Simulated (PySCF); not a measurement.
How methods differ on the excitation energy of O²⁺

O²⁺ [He] 2s2 2p2 (3P) → O²⁺ [He] 2s1 2p3 (5S), as a difference of total energies. Calculation: PySCF 2.14, in ANO-RCC-VTZP (4s3p2d1f, 30 functions); the spin-free X2C one-electron Hamiltonian (Gaussian nucleus). Correlated levels: valence: 1s2 frozen. The calculations carry no spin-orbit coupling.

```csv
method,excitation energy (eV)
UHF,5.606
MP2 (valence),6.866
SCS-MP2 (valence),7.436
CCSD (valence),7.341
CCSD(T) (valence),7.371
CCSDT (valence),7.378
```

Q: How much does correlation contribute at CCSD(T) (valence)?

A: 7.371 − (5.606) = 1.765 eV, measured against UHF.

A first-order spin-orbit estimate (lowest level to lowest level, LS coupling) adds 0.028 eV.
